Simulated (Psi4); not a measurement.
Input file for Psi4: SAPT0/jun-cc-pV(D+d)Z on CH7NO (a complex), monomers drawn apart or pushed together.

```
memory 2025 MB

molecule dimer {
0 1
O     0.03629895    0.48707082    0.46075964
H    -0.30128015    0.52749047    1.38019827
H    -0.52079858   -0.15249446    0.00807339
--
0 1
C     0.32310421   -0.46418298    4.58397267
N    -0.61172221    0.52297165    4.03244022
H     1.30678067   -0.30433399    4.14307452
H    -0.00372926   -1.46385561    4.29666235
H     0.41995791   -0.43371066    5.67509281
H    -0.33182186    1.46430254    4.28281180
H    -1.54617872    0.38431965    4.39819355
units angstrom
symmetry c1
no_reorient
no_com
}

set {
  basis jun-cc-pV(D+d)Z
  scf_type df
  freeze_core true
}

energy('sapt0')
```

It printed:

```
[...]
==> Input File <==

--------------------------------------------------------------------------
memory 2025 MB

molecule dimer {
0 1
O     0.03629895    0.48707082    0.46075964
H    -0.30128015    0.52749047    1.38019827
H    -0.52079858   -0.15249446    0.00807339
--
0 1
C     0.32310421   -0.46418298    4.58397267
N    -0.61172221    0.52297165    4.03244022
H     1.30678067   -0.30433399    4.14307452
H    -0.00372926   -1.46385561    4.29666235
H     0.41995791   -0.43371066    5.67509281
H    -0.33182186    1.46430254    4.28281180
H    -1.54617872    0.38431965    4.39819355
units angstrom
symmetry c1
no_reorient
no_com
}

set {
  basis jun-cc-pV(D+d)Z
  scf_type df
  freeze_core true
}

energy('sapt0')
--------------------------------------------------------------------------


   => Loading Basis Set <=

    Name: JUN-CC-PV(D+D)Z
    Role: ORBITAL
    Keyword: BASIS
    atoms 1         entry O          line   256 file jun-cc-pv_dpd_z.gbs
    atoms 2-3, 6-10 entry H          line    60 file jun-cc-pv_dpd_z.gbs
    atoms 4         entry C          line   188 file jun-cc-pv_dpd_z.gbs
    atoms 5         entry N          line   222 file jun-cc-pv_dpd_z.gbs

   => Loading Basis Set <=

    Name: JUN-CC-PV(D+D)Z
    Role: ORBITAL
    Keyword: BASIS
    atoms 1         entry O          line   256 file jun-cc-pv_dpd_z.gbs
    atoms 2-3, 6-10 entry H          line    60 file jun-cc-pv_dpd_z.gbs
    atoms 4         entry C          line   188 file jun-cc-pv_dpd_z.gbs
    atoms 5         entry N          line   222 file jun-cc-pv_dpd_z.gbs


  //>>>>>>>>>>>>>>>>>>>>>>>>>>>>>>>>>>>//
  //              Dimer HF             //
  //<<<<<<<<<<<<<<<<<<<<<<<<<<<<<<<<<<<//

   => Libint2 <=

    Primary   basis highest AM E, G, H:  7, 6, 3
    Auxiliary basis highest AM E, G, H:  7, 7, 4
    Onebody   basis highest AM E, G, H:  -, -, -
    Solid Harmonics ordering:            Gaussian


   => Loading Basis Set <=

    Name: JUN-CC-PV(D+D)Z
    Role: ORBITAL
    Keyword: BASIS
    atoms 1         entry O          line   256 file jun-cc-pv_dpd_z.gbs
    atoms 2-3, 6-10 entry H          line    60 file jun-cc-pv_dpd_z.gbs
    atoms 4         entry C          line   188 file jun-cc-pv_dpd_z.gbs
    atoms 5         entry N          line   222 file jun-cc-pv_dpd_z.gbs


         ---------------------------------------------------------
                                   SCF
               by Justin Turney, Rob Parrish, Andy Simmonett
                          and Daniel G. A. Smith
                              RHF Reference
                        1 Threads,   1931 MiB Core
         ---------------------------------------------------------

  ==> Geometry <==

    Molecular point group: c1
    Full point group: C1

    Geometry (in Angstrom), charge = 0, multiplicity = 1:

       Center              X                  Y                   Z               Mass
    ------------   -----------------  -----------------  -----------------  -----------------
         O            0.036298950000     0.487070820000     0.460759640000    15.994914619570
         H           -0.301280150000     0.527490470000     1.380198270000     1.007825032230
         H           -0.520798580000    -0.152494460000     0.008073390000     1.007825032230
         C            0.323104210000    -0.464182980000     4.583972670000    12.000000000000
         N           -0.611722210000     0.522971650000     4.032440220000    14.003074004430
         H            1.306780670000    -0.304333990000     4.143074520000     1.007825032230
         H           -0.003729260000    -1.463855610000     4.296662350000     1.007825032230
         H            0.419957910000    -0.433710660000     5.675092810000     1.007825032230
         H           -0.331821860000     1.464302540000     4.282811800000     1.007825032230
         H           -1.546178720000     0.384319650000     4.398193550000     1.007825032230

  Running in c1 symmetry.

  Rotational constants: A =      0.64907  B =      0.02823  C =      0.02750 [cm^-1]
  Rotational constants: A =  19458.75014  B =    846.21718  C =    824.48906 [MHz]
  Nuclear repulsion =   75.321971792203072

  Charge       = 0
  Multiplicity = 1
  Electrons    = 28
  Nalpha       = 14
  Nbeta        = 14

  ==> Algorithm <==

  SCF Algorithm Type is DF.
  DIIS enabled.
  MOM disabled.
  Fractional occupation disabled.
  Guess Type is SAD.
  Energy threshold   = 1.00e-08
  Density threshold  = 1.00e-08
  Integral threshold = 1.00e-12

  ==> Primary Basis <==

  Basis Set: JUN-CC-PV(D+D)Z
    Blend: JUN-CC-PV(D+D)Z
    Number of shells: 45
    Number of basis functions: 89
    Number of Cartesian functions: 92
    Spherical Harmonics?: true
    Max angular momentum: 2

   => Loading Basis Set <=

    Name: (JUN-CC-PV(D+D)Z AUX)
    Role: JKFIT
    Keyword: DF_BASIS_SCF
    atoms 1         entry O          line   258 file jun-cc-pvdz-jkfit.gbs
    atoms 2-3, 6-10 entry H          line    70 file jun-cc-pvdz-jkfit.gbs
  
[...]
:   -95.22746645072228

   => Energetics <=

    Nuclear Repulsion Energy =             41.9656333698371284
    One-Electron Energy =                -211.2065861731352072
    Two-Electron Energy =                  74.0134863525758107
    Total Energy =                        -95.2274664507222752

Computation Completed


Properties will be evaluated at   0.000000,   0.000000,   0.000000 [a0]

Properties computed using the SCF density matrix


 Multipole Moments:

 ------------------------------------------------------------------------------------
     Multipole            Electronic (a.u.)      Nuclear  (a.u.)        Total (a.u.)
 ------------------------------------------------------------------------------------

 L = 1.  Multiply by 2.5417464519 to convert [e a0] to [Debye]
 Dipole X            :          4.7299403           -4.7213323            0.0086080
 Dipole Y            :         -0.9334544            0.9872413            0.0537869
 Dipole Z            :       -147.8186697          148.3940559            0.5753862
 Magnitude           :                                                    0.5779589

 ------------------------------------------------------------------------------------

  Constructing Basis Sets for SAPT...

   => Loading Basis Set <=

    Name: (JUN-CC-PV(D+D)Z AUX)
    Role: RIFIT
    Keyword: DF_BASIS_SAPT
    atoms 1         entry O          line   188 file jun-cc-pvdz-ri.gbs
    atoms 2-3, 6-10 entry H          line    30 file jun-cc-pvdz-ri.gbs
    atoms 4         entry C          line   100 file jun-cc-pvdz-ri.gbs
    atoms 5         entry N          line   144 file jun-cc-pvdz-ri.gbs

   => Loading Basis Set <=

    Name: (JUN-CC-PV(D+D)Z AUX)
    Role: JKFIT
    Keyword: DF_BASIS_ELST
    atoms 1         entry O          line   258 file jun-cc-pvdz-jkfit.gbs
    atoms 2-3, 6-10 entry H          line    70 file jun-cc-pvdz-jkfit.gbs
    atoms 4         entry C          line   146 file jun-cc-pvdz-jkfit.gbs
    atoms 5         entry N          line   202 file jun-cc-pvdz-jkfit.gbs


  //>>>>>>>>>>>>>>>>>>>>>>>>>>>>>>>>>>>//
  //               SAPT0               //
  //<<<<<<<<<<<<<<<<<<<<<<<<<<<<<<<<<<<//



        SAPT0
    Ed Hohenstein
     6 June 2009

      Orbital Information
  --------------------------
    NSO        =        89
    NMO        =        89
    NRI        =       293
    NRI (Elst) =       398
    NOCC A     =         5
    NOCC B     =         9
    FOCC A     =         1
    FOCC B     =         2
    NVIR A     =        84
    NVIR B     =        80

    Elst10,r            =    -0.007068502621 [Eh]
    Exch10              =     0.001890719830 [Eh]
    Exch10 (S^2)        =     0.001887600537 [Eh]

    Maxiter = 50
    CPHF R converge = 1.000000E-08

    Iter     Energy [mEh]          dE [mEh]         Residual      Time [s]
       1      -0.23888721       0.238887212     3.553135e-03             0
       2      -0.28433125       0.045444043     1.874493e-03             0
       3      -0.30265955       0.018328299     4.185136e-04             0
       4      -0.30230885      -0.000350706     1.045726e-04             0
       5      -0.30159982      -0.000709029     1.522458e-05             0
       6      -0.30172463       0.000124807     2.704205e-06             0
       7      -0.30171463      -0.000009999     5.466123e-07             0
       8      -0.30171471       0.000000087     1.427476e-07             0
       9      -0.30171503       0.000000318     2.590045e-08             0
      10      -0.30171496      -0.000000067     5.031658e-09             0

    CHF Iterations converged

    Maxiter = 50
    CPHF R converge = 1.000000E-08

    Iter     Energy [mEh]          dE [mEh]         Residual      Time [s]
       1      -0.68164736       0.681647364     4.636892e-03             0
       2      -0.88788120       0.206233832     1.932165e-03             0
       3      -0.90520498       0.017323785     5.274654e-04             0
       4      -0.90074022      -0.004464762     1.464184e-04             0
       5      -0.89968835      -0.001051868     2.686481e-05             0
       6      -0.90001182       0.000323471     5.104613e-06             0
       7      -0.89998699      -0.000024831     1.873055e-06             0
       8      -0.89998146      -0.000005531     5.169600e-07             0
       9      -0.89998403       0.000002566     1.044072e-07             0
      10      -0.89998381      -0.000000219     1.883505e-08             0
      11      -0.89998378      -0.000000030     4.389111e-09             0

    CHF Iterations converged

    Ind20,r (A<-B)      =    -0.000301714965 [Eh]
    Ind20,r (B<-A)      =    -0.000899983778 [Eh]
    Ind20,r             =    -0.001201698743 [Eh]
    Exch-Ind20,r (A<-B) =     0.000027442872 [Eh]
    Exch-Ind20,r (B<-A) =     0.000468630756 [Eh]
    Exch-Ind20,r        =     0.000496073628 [Eh]
    Disp20              =    -0.001023801949 [Eh]
    Disp20 (SS)         =    -0.000511900974 [Eh]
    Disp20 (OS)         =    -0.000511900974 [Eh]
    Exch-Disp20         =     0.000117690545 [Eh]
    Exch-Disp20 (SS)    =     0.000068525636 [Eh]
    Exch-Disp20 (OS)    =     0.000049164909 [Eh]

    SAPT Results
  --------------------------------------------------------------------------------------------------------
    Electrostatics                 -7.06850262 [mEh]      -4.43555236 [kcal/mol]     -18.55835107 [kJ/mol]
      Elst10,r                     -7.06850262 [mEh]      -4.43555236 [kcal/mol]     -18.55835107 [kJ/mol]

    Exchange                        1.89071983 [mEh]       1.18644461 [kcal/mol]       4.96408423 [kJ/mol]
      Exch10                        1.89071983 [mEh]       1.18644461 [kcal/mol]       4.96408423 [kJ/mol]
      Exch10(S^2)                   1.88760054 [mEh]       1.18448722 [kcal/mol]       4.95589453 [kJ/mol]

    Induction                      -0.97492298 [mEh]      -0.61177341 [kcal/mol]      -2.55965993 [kJ/mol]
      Ind20,r                      -1.20169874 [mEh]      -0.75407735 [kcal/mol]      -3.15505961 [kJ/mol]
      Exch-Ind20,r                  0.49607363 [mEh]       0.31129090 [kcal/mol]       1.30244113 [kJ/mol]
      delta HF,r (2)               -0.26929787 [mEh]      -0.16898696 [kcal/mol]      -0.70704145 [kJ/mol]

    Dispersion                     -0.90611140 [mEh]      -0.56859349 [kcal/mol]      -2.37899516 [kJ/mol]
      Disp20                       -1.02380195 [mEh]      -0.64244542 [kcal/mol]      -2.68799165 [kJ/mol]
      Exch-Disp20                   0.11769054 [mEh]       0.07385193 [kcal/mol]       0.30899648 [kJ/mol]
      Disp20 (SS)                  -0.51190097 [mEh]      -0.32122271 [kcal/mol]      -1.34399582 [kJ/mol]
      Disp20 (OS)                  -0.51190097 [mEh]      -0.32122271 [kcal/mol]      -1.34399582 [kJ/mol]
      Exch-Disp20 (SS)              0.06852564 [mEh]       0.04300049 [kcal/mol]       0.17991403 [kJ/mol]
      Exch-Disp20 (OS)              0.04916491 [mEh]       0.03085145 [kcal/mol]       0.12908245 [kJ/mol]

  Total HF                         -6.15270577 [mEh]      -3.86088116 [kcal/mol]     -16.15392678 [kJ/mol]
  Total SAPT0                      -7.05881718 [mEh]      -4.42947465 [kcal/mol]     -18.53292194 [kJ/mol]

  Special recipe for scaled SAPT0 (see Manual):
    Electrostatics sSAPT0          -7.06850262 [mEh]      -4.43555236 [kcal/mol]     -18.55835107 [kJ/mol]
    Exchange sSAPT0                 1.89071983 [mEh]       1.18644461 [kcal/mol]       4.96408423 [kJ/mol]
    Induction sSAPT0               -0.97245960 [mEh]      -0.61022761 [kcal/mol]      -2.55319234 [kJ/mol]
    Dispersion sSAPT0              -0.90552698 [mEh]      -0.56822676 [kcal/mol]      -2.37746076 [kJ/mol]
  Total sSAPT0                     -7.05576938 [mEh]      -4.42756213 [kcal/mol]     -18.52491994 [kJ/mol]
  --------------------------------------------------------------------------------------------------------



*** Psi4 exiting successfully. Buy a developer a beer!
```

The run finished.

Cost: very roughly 5 core-seconds.
